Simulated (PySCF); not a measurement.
Atoms are numbered as in `[CH3:1][O:2][SiH:3]([Cl:4])[O:5][CH3:6]`. Each H is labelled by its parent atom.

Geometry: PBE0-D3(BJ)/def2-SVP; GIAO absolute shieldings from PySCF 2.14.0 with density-fitted response routines, gas phase, non-relativistic, averaged over equivalent atoms.

At OPBE/pcSseg-1 (151 basis functions, 33 s wall time on 1 thread of an Arm Neoverse N1, shared host):
```
      atoms  σ (ppm)
      C1/C6    133.9
      O2/O5    279.5
        Si3    397.6
        Cl4    901.8
     H(Si3)    26.22
H(C1)/H(C6)    27.54
```

**Question.** Estimate the result of repeating the calculation with PBE0/IGLO-III.

**Answer.** 
| atoms | σ at PBE0/IGLO-III | change |
| --- | --- | --- |
| C1/C6 | 132.2 | -1.7 |
| O2/O5 | 282.0 | +2.5 |
| Si3 | 388.7 | -8.9 |
| Cl4 | 898.2 | -3.6 |
| H(Si3) | 26.16 | -0.06 |
| H(C1)/H(C6) | 27.72 | +0.18 |

The largest change is at Si3 (silicon bonded to Cl, 2 O, H). Cost: 298 basis functions, 37 s wall time on 1 thread of an Arm Neoverse V1, shared host.
